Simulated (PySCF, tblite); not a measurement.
Isomers of C3H8F2Si2. Method: GFN2-xTB as coded in tblite; computed harmonic values from a numerical Hessian at the method's own geometry, unscaled. Against measured fundamentals such values can be off by several per cent, at times by over 20. Modes of hydrogen on silicon can be 10 to 20 % off. One conformer each.

Electronic energies: PBE0/pcSseg-1 single points on the GFN2-xTB geometries (PySCF, gas phase).

```
                    SMILES  electronic energy, lowest = 0 (kcal/mol)
     FC(F)C1[SiH2]C[SiH2]1                                      39.3
      FC(F)[SiH]1C[SiH2]C1                                      42.2
F[C@@H]1C[SiH2][Si@H](F)C1                                       0.0
```

Question: How do GFN2-xTB zero-point energies change the relative energies?

Answer: 
```tsv
SMILES	ZPE (kcal/mol)	of it from modes above 1550 cm⁻¹	electronic (kcal/mol)	with ZPE, lowest = 0 (kcal/mol)	lowest mode (cm⁻¹)	rings
F[C@@H]1C[SiH2][Si@H](F)C1	63.9	30.9	0.0	0.0	64	1
FC(F)C1[SiH2]C[SiH2]1	61.1	30.0	39.3	36.5	38	1
FC(F)[SiH]1C[SiH2]C1	61.9	31.1	42.2	40.2	30	1
```

The zero-point energies span 2.8 kcal/mol, from `FC(F)C1[SiH2]C[SiH2]1` to `F[C@@H]1C[SiH2][Si@H](F)C1`. The order is unchanged.

Question: And how do the electronic energies of GFN2-xTB itself compare?

Answer: `F[C@@H]1C[SiH2][Si@H](F)C1` 0.0; `FC(F)C1[SiH2]C[SiH2]1` 49.7; `FC(F)[SiH]1C[SiH2]C1` 62.6 kcal/mol, lowest = 0. Against the energies above, taken from the same isomer `F[C@@H]1C[SiH2][Si@H](F)C1`, the largest difference is 20.4 kcal/mol.

Question: What do entropy and thermal enthalpy add at 298.15 K and 1 bar (rigid rotor, harmonic oscillator, one conformer each)?

Answer: 
```csv
SMILES,point group,symmetry number,S (cal/(mol K)),H − H(0) (kcal/mol),ZPE + H − H(0) − TS (kcal/mol)
F[C@@H]1C[SiH2][Si@H](F)C1,C1,1,92.0,6.18,42.7
FC(F)C1[SiH2]C[SiH2]1,C1,1,94.6,6.39,39.2
FC(F)[SiH]1C[SiH2]C1,C1,1,97.7,6.63,39.4
```
